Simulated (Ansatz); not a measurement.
`[SiH3][SiH2]I` + H–F → `F[SiH2]I` + SiH₄ at 298.15 K and 1 bar (cleavage of the Si–Si bond).

Gas-phase electronic energies from Ansatz, PBE0-D4/def2-TZVP geometries. CCSD(T)/CBS adds triple-zeta CCSD(T) − MP2 to the extrapolated MP2 energy (def2 sets, frozen cores). This one scheme is used for every species. def2 core potentials past Kr. For I outer-core shells are correlated without core-valence functions, which leaves a few kJ/mol of doubt a bond.

```csv
species,CCSD(T)/CBS energy (Eh),H − E (kJ/mol),S (J/(mol·K))
`[SiH3][SiH2]I`,-878.63094,130.0,343.0
H–F,-100.39570,33.5,173.6
`F[SiH2]I`,-687.61044,68.1,301.0
SiH₄,-291.46306,92.1,204.8
```

H − E and S are ideal-gas, rigid-rotor, harmonic terms from PBE0-D4/def2-TZVP. 1 Eh = 2625.50 kJ/mol, R = 8.31446 J/(mol·K).

Problem. By hand: ΔE, ΔH, ΔS and ΔG.

Solution. ΔE = (-687.61044) + (-291.46306) − (-878.63094) − (-100.39570) = -0.04686 Eh = -123.0 kJ/mol. Δ(H − E) = 68.1 + 92.1 − 130.0 − 33.5 = -3.3, so ΔH = -126.3 kJ/mol. ΔS = 301.0 + 204.8 − 343.0 − 173.6 = -10.8 J/(mol·K). ΔG = -126.3 − 298.15 × (-10.8)/1000 = -123.1 kJ/mol.

Problem. By hand: the equilibrium constant, and the temperature at which ΔG would vanish if ΔH and ΔS stayed fixed.

Solution. log₁₀ K = −ΔG/(RT ln 10) = 21.6. ΔG = 0 at ΔH/ΔS = 11694 K, far beyond where these terms or the molecules hold.

The number of gas molecules stays the same, so ΔS is small and ΔH decides. A doubt of 5 kJ/mol in ΔE shifts log₁₀ K by 0.9 here. These are equilibria of isolated gas molecules and say nothing of rates. Largest T1 diagnostic: 0.011 (customary marks: 0.02 for closed shells, 0.045 for open ones).
